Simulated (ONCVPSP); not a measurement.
## u(r) = r·R(r): atom against pseudo-atom (Cu)

Columns: radius, all-electron u(r) and pseudo u(r) of the 3s shell (level -114.70 eV) of copper in the configuration [Ne] 3s2 3p6 3d10 4s1; PBE, scalar-relativistic, ONCV scheme, ONCVPSP 4.0.1.

```csv
r (bohr),all-electron,pseudo
0.065,0.0357,0.1937
0.130,-0.6284,0.3834
0.195,-0.6317,0.5646
0.260,-0.2212,0.7326
0.325,0.2914,0.8817
0.390,0.7362,1.0067
0.455,1.0533,1.1026
0.520,1.2398,1.1659
0.585,1.3168,1.1949
0.650,1.3137,1.1903
0.715,1.2568,1.1553
0.780,1.1674,1.0947
0.845,1.0613,1.0152
0.910,0.9493,0.9235
0.975,0.8387,0.8261
1.040,0.7338,0.7286
1.105,0.6370,0.6354
1.170,0.5496,0.5492
1.235,0.4717,0.4716
1.300,0.4032,0.4031
1.365,0.3434,0.3433
1.430,0.2916,0.2916
1.495,0.2470,0.2470
1.560,0.2088,0.2088
1.625,0.1762,0.1761
1.690,0.1484,0.1483
```

How many radial nodes do the two functions have?

The all-electron 3s function has n − l − 1 = 2; the pseudo-wave has 0, since the states of the same l below it are removed with the core.

At about which radius was the pseudo-wave matched?

1.30 bohr. The columns agree to 0.0005 from 1.17 bohr on; several derivatives are matched, so the curves merge somewhat inside the radius.

Is the pseudo-wave norm-conserving?

Yes: the ONCV scheme keeps the norm inside the radius equal to the all-electron one, which fixes the energy derivative of the logarithmic derivative at the level.
